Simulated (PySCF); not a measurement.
Bond stretch in KH, singlet.

Levels of theory: RKS-CAM-B3LYP = restricted CAM-B3LYP/def2-SVP run with PySCF; UKS-CAM-B3LYP = PySCF 2.14.0 with unrestricted CAM-B3LYP/def2-SVP; UCCSD(T) = CCSD(T) on UHF/def2-SVP, 5 core orbitals frozen in PySCF.

Energies relative to the lowest point of each curve near equilibrium, in eV:

```
R / Å  RKS-CAM-B3LYP  UKS-CAM-B3LYP
-----  -------------  -------------
1.69           1.104          1.104
1.83           0.540          0.540
2.35           0.012          0.012
2.38           0.022          0.022
2.51           0.087          0.087
2.63           0.176          0.176
2.81           0.339          0.339
3.09           0.630          0.630
3.76           1.332          1.233
6.05           2.830          1.774
6.81           3.062          1.786
9.02           3.404          1.790
```

Q: Predict the corresponding UCCSD(T) column.

A: 1.69: 1.160; 1.83: 0.583; 2.35: 0.000; 2.38: 0.005; 2.51: 0.049; 2.63: 0.114; 2.81: 0.243; 3.09: 0.479; 3.76: 1.001; 6.05: 1.458; 6.81: 1.462; 9.02: 1.463 (eV).

At the longest distance RKS-CAM-B3LYP leaves fractional charges on the fragments, a sign of delocalisation error or of the restricted form. The restricted form behind RKS-CAM-B3LYP keeps the bonding electrons paired and can't separate into open-shell fragments. The unrestricted determinant behind UKS-CAM-B3LYP is spin-contaminated at 3.41 to 9.02 Å (<S²> up to 1.0, against 0.00 for a pure singlet). The unrestricted determinant behind UCCSD(T) is spin-contaminated at 2.81 to 9.02 Å (<S²> up to 1.0, against 0.00 for a pure singlet).
